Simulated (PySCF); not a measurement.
# Static response to an electric field

C₄H₈OSi₂.
Structure used (PBE0-D3(BJ)/def2-SVP), in Å, numbered top down from 1:
```xyz
15
C4H8OSi2 angstrom
Si     2.5121    0.7388   -0.3597
O      1.5060   -0.3626    0.4138
C      0.1827   -0.5090    0.1997
C     -0.5642   -1.4186    0.8691
C     -1.9919   -1.4555    0.5224
C     -2.4591   -0.6016   -0.4182
Si    -1.0029    0.4027   -0.9892
H      2.0386    2.1321   -0.1047
H      3.8632    0.5232    0.2179
H      2.5135    0.4859   -1.8318
H     -0.1376   -2.0871    1.6224
H     -2.6395   -2.1751    1.0374
H     -3.5061   -0.5760   -0.7225
H     -1.0742    1.8687   -0.7044
H     -0.6138    0.2244   -2.4219
```

Level: CAM-B3LYP/def2-SVPD (PySCF), static field, nuclei fixed, core orbitals frozen in the response. The polarisability tensor in these axes (au):

```
x   120.70  11.95   0.94
y    11.95  94.61 -15.85
z     0.94 -15.85  90.09
```

Diagonalise the tensor; give its mean and Δα, where Δα² is half the sum of the squared differences of the eigenvalues.

Principal values 74.67, 104.58 and 126.14 au; mean 101.80 au = 15.09 Å³ = 16.78 × 10⁻⁴⁰ C²·m²/J; Δα = 44.77 au (44 % of the mean).

What is the dipole moment, and where does it point?

(0.17, 0.37, -0.30) D, 0.51 D in size, pointing from the negative to the positive side. Measured along this direction, the outermost atoms are H12 at the negative end and H8 and H10 at the positive end.

Orientational against electronic polarisability at 400 K (dilute gas, rigid molecules)?

In Gaussian units μ²/3kT = 1.56 Å³ against 15.09 Å³, a ratio of 0.10; the Debye molar polarisation (4π/3)N_A(α + μ²/3kT) is 42.0 cm³/mol, leaving out the vibrational part.

Rayleigh depolarisation ratio (linearly polarised light, static tensor)?

ρ = 3Δα²/(45ᾱ² + 4Δα²) = 6011.8/(466332 + 8015.7) = 0.0127.

Refractivity n − 1 of an ideal gas of it at 298.15 K and 1 atm, from the electronic α?

N = p/kT = 2.4615 × 10¹⁹ cm⁻³, so n − 1 = 2π × N × 15.09 × 10⁻²⁴ cm³ = 2333 × 10⁻⁶ at long wavelengths.

In TDDFT the mean static polarisability is Σ f/ω² over all singlet excitations (ω in hartree). How much of it do the 10 lowest give? Their energies (eV) and oscillator strengths: 4.02, 0.0945; 5.39, 0.0011; 5.62, 0.0005; 5.83, 0.0000; 6.29, 0.0002; 6.48, 0.0038; 6.58, 0.0052; 6.66, 0.0088; 6.72, 0.0078; 7.06, 0.0105.

They add up to 4.96 au, 4.9 % of the 101.80 au; the largest single term is 4.33 au, from the state at 4.02 eV. Terms in order: 4.33, 0.03, 0.01, 0.00, 0.00, 0.07, 0.09, 0.15, 0.13, 0.16 au. Higher excitations give the rest. The strengths listed sum to 0.132.

Estimate the molar refractivity from the static electronic polarisability.

Lorentz–Lorenz: R = (4π/3)N_A α = 2.5225 cm³/(mol·Å³) × 15.09 Å³ = 38.1 cm³/mol, in the limit of long wavelengths.

Geometry: PBE0-D3(BJ)/def2-SVP, one conformer, isolated molecule.
